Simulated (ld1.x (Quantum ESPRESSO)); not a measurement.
## Ranking TM semilocal potentials for gallium (Ga)

All share these settings but for the change named:

| Item | Value |
| --- | --- |
| Element | gallium (Ga) |
| Generator | ld1.x (Quantum ESPRESSO) 7.5 |
| Type | norm-conserving Troullier–Martins (semilocal form) |
| Functional | PBEsol |
| Relativity | scalar-relativistic |
| Frozen core | [Ar] 3d10 |
| Valence charge | 3 |
| Reference configuration | 4s1.75 4p1.25 |
| Partial waves | 4s (bound): rc 1.90 bohr; 4p (bound): rc 1.85 bohr |
| Local potential | the p channel |
| Core correction | none |

Test errors are all-electron minus pseudo excitation energies from the reference, over 4s2 4p1; 4s2 4p0; 4s1 4p0; 4s2 4p0.5; 4s1 4p2; 4s0 4p3; 4s2 4p1.3. None of these files shows a bound ghost.

The base gives 48.0 meV.

Of 7 variants that were run, those that failed, showed a ghost or another fault, or gave nearly equal values are left out.

A variant can come out equal or close to the base, since the largest error may sit in a test that the change hardly touches while other tests move.

Q: Rank these variants by their largest absolute test error, smallest first.
A. non-relativistic
B. wave 4p (bound): rc 1.85 bohr becomes 4p (bound): rc 2.72 bohr
C. core correction a·sin(br)/r model core inside 1.98 bohr

A: A (43.8 meV), B (53.3 meV), C (176.7 meV).
